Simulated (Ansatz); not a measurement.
Abridged output of a molecular run in Ansatz:

```
Functional definition: HF
995 factors; integrals over basis functions are off by at most 7.7e-4 eV
mean field evaluation 1: about -70503.2744 eV, gradient 2.4e1 eV
mean field evaluation 2: about -70503.2784 eV, gradient 2.4e1 eV
mean field evaluation 4: about -70507.3967 eV, gradient 3.6e0 eV
mean field evaluation 8: about -70507.6074 eV, gradient 3.0e-1 eV
mean field evaluation 16: about -70506.7075 eV, gradient 6.8e0 eV
mean field -70507.60958346 eV, -2591.1068604179 hartree, gradient 9.8e-6 eV, S^2 0.760899; 4 other end points of the search recorded, 0 dependent functions left out
15 core orbitals not correlated: weight in the atoms' cores, before any rotation towards them, 1.000 or more for the frozen orbitals, at most 0.000 for the correlated occupied ones
reference -70507.60958346 eV, -2591.1068604179 hartree; 15, 14 occupied and 133, 134 virtual orbitals, 995 factors
second order -16.69829291 eV of doubles, -0.00000000 eV of singles
cycle   1  -17.13131689 eV  change   -4.3e-1 eV  update   8.9e-2
cycle   2  -17.60752350 eV  change   -4.8e-1 eV  update   2.7e-2
cycle   3  -17.68727095 eV  change   -8.0e-2 eV  update   1.4e-2
cycle   4  -17.68018738 eV  change    7.1e-3 eV  update   4.9e-3
cycle   5  -17.68159177 eV  change   -1.4e-3 eV  update   2.7e-3
cycle   6  -17.68233806 eV  change   -7.5e-4 eV  update   1.1e-3
cycle   7  -17.68256966 eV  change   -2.3e-4 eV  update   4.7e-4
cycle   8  -17.68271860 eV  change   -1.5e-4 eV  update   1.9e-4
cycle   9  -17.68267508 eV  change    4.4e-5 eV  update   8.6e-5
cycle  10  -17.68262563 eV  change    4.9e-5 eV  update   3.3e-5
cycle  11  -17.68264091 eV  change   -1.5e-5 eV  update   2.0e-5
perturbative correction -0.67204014 eV, -0.0246970196 hartree
Total energy: -70525.96426451 eV, -2591.7813825053 hartree
Checks for a lower state left out: cluster_reference
```

Its atoms:

Cartesian coordinates in Å:
```
N 0.9588 0.5397 1.0095
Ge -0.0114 -0.0216 -0.4620
Cl -1.8684 -0.9806 0.0949
H 0.4635 0.3073 1.8761
H 0.8263 -1.0569 -1.2204
H -0.3688 1.2120 -1.2981
```

**Question.** Which basis set was used?
A. def2-TZVPPD
B. cc-pV(Q+d)Z
C. def2-SVP
D. def2-TZVPP

**Answer.** D. It gives 163 functions.

**Question.** Write the keys of the input that set method, charge and spin (a neutral closed shell needs none for the last two).

**Answer.** 
```yaml
magnetization: {spin_polarized: true, initial_magnetization: 1}
correlation: {method: ccsd_t}
scf: {omitted_lower_state_checks: [cluster_reference]}
```
